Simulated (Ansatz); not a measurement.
System: sum formula BSF$_{2}$, net charge -1, singlet state. It need not be the lowest isomer of its formula. Whether it binds its extra electron was not tested at this geometry. 
Geometry from a B3LYP-D3(BJ)/def2-TZVP (Ansatz, a first-principles code) optimisation:
```
B
F 1 1.3753
F 1 1.3753 2 108.33
S 1 1.7378 2 125.83 3 180.00
```
Charge -1, spin multiplicity 1.

Total electronic energies in hartree. Cores are frozen in the correlated levels unless marked. Spin-orbit coupling is left out. Non-relativistic. FCI takes restricted orbitals. Basis-set limits of correlation are two-point, X^-3; Hartree-Fock from the larger set. [CCSD(T)-MP2]/basis is that difference in the basis named.

| level | program | energy (Eh) |
|---|---|---|
| r2SCAN/def2-TZVPD | Ansatz | -622.93471 |
| B3LYP/def2-TZVPD | Ansatz | -623.08103 |
| wB97X-V/def2-TZVPD | Ansatz | -622.92178 |
| B2PLYP-D3(BJ)/def2-TZVPD | Ansatz + dftd3 | -622.80983 |
| PBE-QIDH/def2-TZVPD | Ansatz | -622.58292 |
| CCSD(T)/STO-3G | Ansatz | -613.72062 |
| CCSD(T)/cc-pV(T+d)Z | Ansatz | -622.21204 |
| FCI/STO-3G | Ansatz | -613.72142 |
| RI-MP2/CBS(aug-cc-pV(T+d)Z,aug-cc-pV(Q+d)Z)+[CCSD(T)-MP2]/aug-cc-pV(T+d)Z | Ansatz | -622.3649 |

Totals of different functionals don't rank their quality; only differences between species are comparable.
